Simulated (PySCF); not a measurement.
Species: C₅H₁₀O₃Si.
Cartesian coordinates in Å at the PBE0-D3(BJ)/def2-SVP level; atoms count from 1:
```xyz
19
C5H10O3Si angstrom
C      3.187    1.555    1.040
C      2.220    0.699    0.378
C      1.406   -0.016   -0.181
Si     0.187   -1.096   -1.009
O      0.690   -2.664   -0.967
O     -0.021   -0.666   -2.585
O     -1.258   -0.969   -0.239
C     -1.943    0.232    0.031
C     -3.016   -0.021    1.063
H      4.103    1.654    0.437
H      2.775    2.564    1.198
H      3.470    1.147    2.022
H      0.937   -3.005   -0.103
H      0.739   -0.769   -3.163
H     -2.391    0.620   -0.902
H     -1.237    1.004    0.395
H     -3.725   -0.781    0.703
H     -3.574    0.903    1.278
H     -2.570   -0.386    2.000
```

Computed with PySCF at PBE0/pcSseg-1, non-relativistic, on one gas-phase PBE0-D3(BJ)/def2-SVP geometry that isn't relaxed in the solvent. The solvent is an IEF-PCM continuum (van der Waals radii × 1.2). The model holds no explicit solvent molecules, cavitation or dispersion.

| run | E − E(gas) (kJ/mol) | HOMO (eV) | HOMO–LUMO gap (eV) | dipole (D) |
| --- | --- | --- | --- | --- |
| gas | 0.00 | -7.76 | 8.04 | 3.65 |
| P | -17.71 | -7.79 | 8.07 | 4.04 |
| Q | -38.64 | -7.84 | 8.10 | 4.52 |

Q: The runs were made in cyclohexane and dichloromethane. Which run belongs to which solvent?

A: P = cyclohexane, Q = dichloromethane. The dielectric constants are 2.017 (cyclohexane), 8.93 (dichloromethane), and the energy falls further as ε rises. In this model the ground state sees the solvent through ε alone.

Q: How constant is the ratio of the lowering to (ε − 1)/(2ε + 1)?

A: 
```tsv
solvent	(ε − 1)/(2ε + 1)	E − E(gas) (kJ/mol)	ratio (kJ/mol)	polarisation term (kJ/mol)
cyclohexane	0.202	-17.71	-87.7	-18.47
dichloromethane	0.420	-38.64	-91.9	-42.38
```

The ratio changes by +4.8 % in size from cyclohexane to dichloromethane. The polarisation term is half the interaction of the solute with the induced surface charges.
